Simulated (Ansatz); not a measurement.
One elementary step

Start structure (CH$_{7}$FSn, closed shell), relaxed at PBE0-D4/def2-TZVP:

```
10
angstrom
Sn -0.9061 0.5866 -0.3510
C 0.0187 -1.3329 -0.2675
H -1.5737 0.9173 -1.8857
H -2.0907 0.7831 0.8596
H 0.3000 1.7966 -0.0765
H 1.5599 1.3280 0.9477
F 2.1496 0.9055 1.5304
H -0.7386 -2.1145 -0.3245
H 0.7118 -1.4442 -1.1009
H 0.5690 -1.4254 0.6683
```

The step: CH₆Sn ([CH3][SnH3]) + HF → SnH₃F ([F][SnH3]) + CH₄; bonds formed: Sn1–F7, C2–H6; bonds broken: Sn1–C2, H6–F7. Ansatz 0.2.0; basis: def2-TZVPP and def2-QZVPP; cores frozen in the correlated methods. Filled d shells of the heavier atoms are correlated. Core potentials replace the inner electrons of the atoms past krypton. The def2 sets are not built for correlating such inner shells, so the correlated values are less sure here. Extrapolation: Hartree–Fock as exp(−7.88 √X), correlation as X^−2.97. Energies below are by CCSD(T) at an estimated basis limit (MP2 extrapolated from triple and quadruple zeta, plus CCSD(T) − MP2 in triple zeta).

Task: What are the electronic barrier and the energy of the step, from the start structure to the end structure? (An estimate is asked for; the value comes from the calculation.)

Result: By the calculation: Barrier 135.1 kJ/mol; step energy -66.1 kJ/mol (downhill); reverse barrier, their difference, 201.2 kJ/mol. Barrier and step energy count from the start structure, the reverse barrier from the end structure.

The saddle point: One imaginary mode of 1071i cm⁻¹.
```
  pair  start (Å)  saddle (Å)  end (Å)
Sn1–F7       3.60        2.25     1.93
 C2–H6       3.31        1.34     1.09
Sn1–C2       2.13        2.43     4.24
 H6–F7       0.93        1.21     2.53
```

Zero-point energy (harmonic, PBE0-D4): ZPE is 177.6 kJ/mol at the start and 169.8 kJ/mol at the saddle, so the barrier goes from 135.1 to 127.3 kJ/mol.

T1 diagnostic: at most 0.014.

Labels in which every atom is bracketed show which atoms are joined, not bond orders.

For scale, one of the runs: CCSD(T)/def2-TZVPP, 210 basis functions, launched by `ansatz run in.yaml --threads 4 --pin off --events-out ev --progress --plain --max-ram 9574MiB`. The run took 77 s on 4 CPU threads of an Arm Neoverse V2 (shared host), with 3.3 GiB of host memory at its peak.
